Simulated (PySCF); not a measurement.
SMILES C[SiH2][SiH2][Si](F)(F)F, B3LYP/def2-SVP optimised geometry.

```
14

Si     2.42    -0.90     0.00
F      3.01    -0.19     1.32
F      3.00    -0.09    -1.26
F      3.07    -2.38    -0.06
Si     0.09    -0.90     0.00
Si    -0.75     1.31     0.00
C     -2.64     1.34     0.06
H     -0.35    -1.66     1.21
H     -0.35    -1.66    -1.21
H     -0.17     2.01     1.18
H     -0.24     1.98    -1.23
H     -3.02     0.85     0.97
H     -3.07     0.82    -0.82
H     -3.00     2.38     0.05
```

Density from PySCF with B3LYP/def2-TZVP at that geometry.

Minimum of the electron density along straight lines between bonded atoms, close to the bond critical point (lines longer than 1.1 times the sum of covalent radii, or with two minima, are not listed):

```tsv
bond	length / Å	ρ at the minimum / e bohr⁻³	∇²ρ there / e bohr⁻⁵	position (fraction from the first atom)
Si1–F2	1.614	0.136	0.92	0.42
Si1–F3	1.614	0.135	0.92	0.42
Si1–F4	1.613	0.136	0.90	0.42
Si1–Si5	2.332	0.096	-0.12	0.64
Si5–Si6	2.363	0.092	-0.16	0.54
Si6–C7	1.890	0.119	0.15	0.39
Si5–H8	1.494	0.118	0.15	0.49
Si5–H9	1.494	0.118	0.15	0.49
Si6–H10	1.494	0.120	0.15	0.49
Si6–H11	1.494	0.120	0.15	0.49
C7–H12	1.101	0.268	-0.88	0.64
C7–H13	1.101	0.268	-0.88	0.64
C7–H14	1.102	0.268	-0.88	0.64
```
